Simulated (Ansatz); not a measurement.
Calculated with Ansatz (gas phase, PBE0-D4/def2-TZVP geometries, no zero-point term in ΔE). CCSD(T)/CBS adds triple-zeta CCSD(T) − MP2 to the extrapolated MP2 energy (def2 sets, frozen cores). This one scheme is used for every species. Functionals use def2-TZVPP. B3LYP here is the variant with VWN-RPA as its local correlation; programs differ in this. Each species was taken in one conformer, which may not be the lowest.

`B[SiH2][CH2][AlH][CH3]` + `N=C=O` → `[CH3][AlH][N]=C=O` + `B[SiH2]C`  (ligand exchange at the Al–C bond)

| level | ΔE (kcal/mol) | difference from CCSD(T)/CBS |
| --- | --- | --- |
| PBE-D4 | -30.4 | 3.4 |
| r2SCAN-D4 | -33.3 | 0.5 |
| B3LYP-D4 | -34.8 | -1.0 |
| ωB97X-V | -34.3 | -0.5 |
| ωB97M-V | -33.4 | 0.4 |
| B2PLYP | -36.7 | -2.9 |
| r2SCAN | -33.8 | 0.0 |
| PBE0 | -33.9 | -0.1 |
| B3LYP | -37.8 | -4.0 |
| HF/def2-TZVPP | -44.0 | -10.2 |
| SCS-MP2/def2-TZVPP | -36.1 | -2.3 |
| CCSD(T)/def2-TZVPP | -34.1 | -0.3 |
| HF/def2-QZVPP | -44.0 | -10.2 |
| MP2/def2-QZVPP | -34.3 | -0.5 |
| SCS-MP2/def2-QZVPP | -36.0 | -2.2 |
| CCSD/CBS(def2) | -35.4 | -1.6 |
| CCSD(T)/CBS | -33.8 | 0 |

Largest T1 diagnostic among the species: 0.018.

In def2-TZVPP, CCSD(T) changes the Hartree–Fock value by +9.8 kcal/mol (the triples alone add +1.6 kcal/mol) and MP2 by +9.5 kcal/mol. The D4 term adds +3.1 kcal/mol with B3LYP and +1.7 kcal/mol with PBE0; it sums over pairs of atoms, weighted by their polarisabilities, and B3LYP, whose exchange is more repulsive, gets the larger term.
